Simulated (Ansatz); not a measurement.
This geometry of a periodic cell of 63 atoms, Si (host Si, host structure diamond, one Si atom removed) is a first-order saddle point.

Theory: DFT PBE, scalar-relativistic, plane waves, PAW in Ansatz 0.2.0. Settings: PAW set soft_1, cutoff 420 eV, k mesh 1x1x1, gaussian smearing 0.05 eV, no spin polarisation.

```xyz
63
Lattice="10.8600 0.0000 0.0000 0.0000 10.8600 0.0000 0.0000 0.0000 10.8600" Properties=species:S:1:pos:R:3
Si 5.385 0.101 -0.099
Si 6.763 1.382 1.314
Si 8.045 2.761 -0.099
Si 9.480 4.070 1.336
Si 8.130 0.015 2.681
Si 9.504 1.342 4.063
Si -0.035 0.015 -0.014
Si 1.347 1.342 1.359
Si 2.708 2.713 0.001
Si 4.075 4.070 1.359
Si 5.433 5.437 0.001
Si 6.803 6.799 1.359
Si 8.130 8.180 -0.014
Si 9.501 9.504 1.357
Si 2.702 -0.013 2.717
Si 4.072 1.348 4.076
Si 5.430 2.716 2.718
Si 6.797 4.073 4.076
Si 8.158 5.444 2.717
Si 9.540 6.771 4.090
Si 5.433 0.000 5.424
Si 6.600 1.545 6.768
Si 8.145 2.713 5.424
Si 9.503 4.070 6.791
Si 8.045 0.101 8.100
Si 9.458 1.382 9.479
Si 0.001 5.444 0.014
Si 1.374 6.771 1.395
Si 2.702 8.144 0.014
Si 4.076 9.525 1.336
Si 0.025 2.716 2.740
Si 1.460 4.026 4.176
Si 2.741 5.404 2.763
Si 4.120 6.686 4.175
Si 5.429 8.121 2.740
Si 6.803 9.502 4.063
Si 0.001 -0.013 5.418
Si 1.360 1.348 6.788
Si 2.903 2.692 5.619
Si 4.740 3.405 7.456
Si 5.454 5.242 5.619
Si 6.797 6.786 6.788
Si 8.158 8.144 5.418
Si 9.480 9.525 6.792
Si 2.708 0.000 8.149
Si 4.052 1.545 9.316
Si 6.601 4.093 9.317
Si 8.145 5.437 8.149
Si 9.504 6.799 9.519
Si 0.003 8.142 2.719
Si 1.374 9.466 4.090
Si 0.047 5.404 5.457
Si 1.459 6.686 6.836
Si 2.741 8.099 5.457
Si 4.075 9.502 6.791
Si 0.002 2.716 8.146
Si 1.360 4.073 9.513
Si 2.903 5.242 8.170
Si 4.072 6.786 9.513
Si 5.430 8.144 8.146
Si 6.763 9.548 9.479
Si 0.025 8.121 8.145
Si 1.347 9.502 9.519
```

(1) Which two structures does it join? (They come from a converged band through this point; their orientation in space is the band's.)

(2) How far does it lie above each of them?

Answers

(1) The atom that moves furthest is Si40, by 2.13 Å; four of its nearest neighbours are Si58 2.36, Si41 2.36, Si39 2.36, Si22 3.67 Å at the first end and Si47 2.36, Si46 2.36, Si22 2.36, Si58 3.65 Å at the last.

First end point:

```xyz
63
Lattice="10.8600 0.0000 0.0000 0.0000 10.8600 0.0000 0.0000 0.0000 10.8600" Properties=species:S:1:pos:R:3
Si 5.437 0.026 -0.024
Si 6.785 1.361 1.359
Si 8.122 2.709 -0.021
Si 9.495 4.073 1.353
Si 8.145 0.002 2.720
Si 9.495 1.356 4.085
Si 0.003 0.002 0.001
Si 1.369 1.355 1.352
Si 2.742 2.721 -0.021
Si 4.078 4.068 1.361
Si 5.426 5.402 -0.022
Si 6.791 6.776 1.350
Si 8.145 8.143 0.001
Si 9.506 9.501 1.363
Si 2.721 0.002 2.716
Si 4.078 1.360 4.077
Si 5.431 2.714 2.719
Si 6.786 4.069 4.077
Si 8.145 5.427 2.717
Si 9.506 6.789 4.075
Si 5.425 0.024 5.460
Si 6.731 1.414 6.848
Si 8.121 2.720 5.460
Si 9.503 4.068 6.795
Si 8.121 0.025 8.153
Si 9.502 1.360 9.503
Si -0.001 5.427 0.001
Si 1.358 6.788 1.362
Si 2.720 8.145 0.001
Si 4.074 9.511 1.351
Si 0.003 2.714 2.720
Si 1.370 4.074 4.087
Si 2.720 5.427 2.720
Si 4.074 6.777 4.085
Si 5.434 8.144 2.718
Si 6.791 9.512 4.086
Si 0.000 0.001 5.435
Si 1.359 1.360 6.794
Si 2.744 2.708 5.461
Si 4.134 4.011 6.852
Si 5.438 5.401 5.461
Si 6.786 6.785 6.795
Si 8.145 8.146 5.437
Si 9.496 9.511 6.790
Si 2.742 0.025 8.142
Si 4.127 1.414 9.450
Si 6.733 4.013 9.449
Si 8.122 5.404 8.144
Si 9.494 6.778 9.507
Si 0.002 8.144 2.718
Si 1.359 9.501 4.074
Si 0.003 5.427 5.437
Si 1.369 6.777 6.789
Si 2.720 8.142 5.436
Si 4.078 9.502 6.795
Si 0.001 2.714 8.148
Si 1.359 4.069 9.502
Si 2.744 5.402 8.155
Si 4.078 6.785 9.503
Si 5.431 8.143 8.148
Si 6.785 9.503 9.501
Si 0.003 8.144 8.150
Si 1.369 9.512 9.509
```

Last end point:

Only the atoms that move by more than 0.05 Å are listed.
```
Si22 6.761 1.384 6.783
Si39 2.781 2.781 5.496
Si40 5.364 2.781 8.079
Si41 5.364 5.364 5.496
Si46 4.068 1.384 9.476
Si47 6.761 4.077 9.476
Si58 2.781 5.364 8.079
```

(2) 0.159 eV above the first and 0.159 eV above the second. This is the barrier of this one path; another mechanism may lie lower. Limits of this set-up: coarse k mesh, no spin, though dangling bonds at a vacancy may carry it, a typed lattice constant that wasn't relaxed here.

Run time: 3.9 min on 4 threads of Arm Neoverse V2 (shared host), peak memory 2.7 GiB.
